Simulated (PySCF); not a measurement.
## Calculated data, CH$_{4}$BGeO

Computed with PySCF 2.14.0. Calculation on a computer-drawn molecule: the log of a Hartree-Fock and frozen-core CCSD(T) single point meant for a local Hartree-Fock minimum, with one planted fault or none, to be diagnosed. Offsets are logged minus clean, where the clean run is the same molecule without the fault. The reference is restricted for singlets and unrestricted otherwise, and also for a bond in bohr or an excited solution. Adding or removing an electron swaps singlet and doublet. The excited solution moves the top pair (singlet) or top alpha electron (doublet) to the lowest empty orbital. Highest occupied and lowest empty are orbital energies over both spins, largest force is the largest gradient component, triples share is (T) over the correlation energy, the T1 limit is 0.02 restricted and 0.045 unrestricted, electrons count all cores, a negative frequency is imaginary (commonest isotopes), and the dipole is about the centre of nuclear charge; on germanium a core potential holds 10 electrons, which the energies leave out, and 3d is frozen in MP2 and coupled-cluster steps.

Entry: CH$_{4}$BGeO

Logged structure:
```xyz
8
CH4BGeO
B      0.0133    -1.1037     1.9049
C     -0.4633    -0.9181     0.5949
Ge     0.5111    -0.0683    -0.6946
O     -0.0720     0.1555    -2.2846
H      0.4324    -1.2466     2.9907
H     -1.4494    -1.2890     0.3229
H      1.8854     0.5246    -0.5611
H     -0.9297    -0.1576    -2.5512
```

```
meant charge                                : 1
meant multiplicity                          : 1
meant basis                                 : cc-pVDZ
meant basis and core potential on germanium : cc-pVDZ-PP ECP10MDF
logged electrons                            : 55
logged basis functions                      : 85
logged SCF converged                        : yes
logged spin squared                         : 0.8945
logged highest occupied                     : -5.5878 eV
logged lowest empty                         : 1.7184 eV
logged largest force                        : 0.045794 hartree/bohr
logged T1 diagnostic                        : 0.026638
logged D1 diagnostic                        : 0.10765
logged triples share                        : 0.03048
logged CC converged                         : yes
logged dipole magnitude                     : 2.0902 debye
logged SCF stable within its kind           : yes
logged energy HF                            : -433.0164 hartree
logged energy CCSD(T)                       : -433.54114 hartree
possible faults                             : no fault, one electron removed, one electron added, multiplicity raised by two, geometry at a saddle point, SCF held on an excited solution, minimal basis STO-3G, one bond length entered in bohr, all coordinates scaled
planted fault                               : one electron added
HF energy offset from clean run             : -111 kcal/mol
CCSD(T) energy offset from clean run        : -118 kcal/mol
```

Drawn bonds:
```tsv
atom	other atom	order
1	2	1
2	3	2
3	4	1
1	5	1
2	6	1
3	7	1
4	8	1
```
